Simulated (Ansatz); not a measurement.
Ansatz (an electronic-structure program) input:

Ansatz 0.2 input:
```yaml
crystal:
  periodic: [false, false, false]
  atoms:
    - {symbol: Te, position_ang: [-0.03613614, -0.98424044, 0.78497496]}
    - {symbol: I, position_ang: [0.19657439, 1.30204273, -0.71544716]}
    - {symbol: N, position_ang: [-1.03270065, -2.27319276, -0.24788821]}
    - {symbol: H, position_ang: [-1.31045855, -1.91541269, -1.16478127]}
basis:
  gaussian:
    orbitals: def2-TZVPD
hamiltonian:
  xc: {name: BHLYP}
magnetization: {spin_polarized: true, initial_magnetization: 1}
output: {forces: true}
```

**Question.** What final total energy does it print?

**Answer.** -620.93996 Eh (BHLYP/def2-TZVPD). The basis has 164 functions.

It need not be the lowest isomer of its formula.
